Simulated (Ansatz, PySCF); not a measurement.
Process, species as SMILES: O=BB=O → 2 [B]=O (the B-B bond at the site shown breaks; other sites are not compared here)
Geometries: B3LYP-D3(BJ)/def2-TZVP minima from Ansatz (a first-principles code), one conformer each, not searched for the lowest. Frequencies are from Ansatz or PySCF.

Property: bond dissociation energy (0 K, with B3LYP-D3(BJ) harmonic zero-point energies), in kcal/mol. Cores are frozen in the correlated levels unless marked. UHF or UKS for open shells. Spin-orbit coupling is left out. Non-relativistic unless marked X2C. CBS(X,Y): correlation extrapolated as X^-3; Hartree-Fock from the larger set.

| level | program | bond dissociation energy (kcal/mol) |
|---|---|---|
| B97M-V/def2-TZVPD | Ansatz | 117.9 |
| B3LYP-D3(BJ)/def2-TZVPD | Ansatz + dftd3 | 114.8 |
| B3LYP/def2-TZVPD | Ansatz | 113.4 |
| PBE0-D3(BJ)/def2-TZVP | Ansatz + dftd3 | 113.3 |
| B2GP-PLYP-D3(BJ)/def2-TZVPD | Ansatz + dftd3 | ___ |
| PBE-QIDH/def2-TZVPD | Ansatz | ___ |
| RPA@PBE/cc-pVTZ | Ansatz | ___ |
| SCS-MP2/cc-pwCVTZ | Ansatz | 118.2 |
| CCSD/aug-cc-pVTZ | Ansatz | 110.4 |
| X2C-CCSD(T)/cc-pVTZ-DK | Ansatz | 112.5 |
| CCSD(T)/CBS(cc-pVTZ,cc-pVQZ) | Ansatz | ___ |

**Question.** Some entries are withheld; supply them.

**Answer.** 
- B2GP-PLYP-D3(BJ)/def2-TZVPD, bond dissociation energy (kcal/mol): 114.5
- PBE-QIDH/def2-TZVPD, bond dissociation energy (kcal/mol): 112.9
- RPA@PBE/cc-pVTZ, bond dissociation energy (kcal/mol): 108.9
- CCSD(T)/CBS(cc-pVTZ,cc-pVQZ), bond dissociation energy (kcal/mol): 113.1
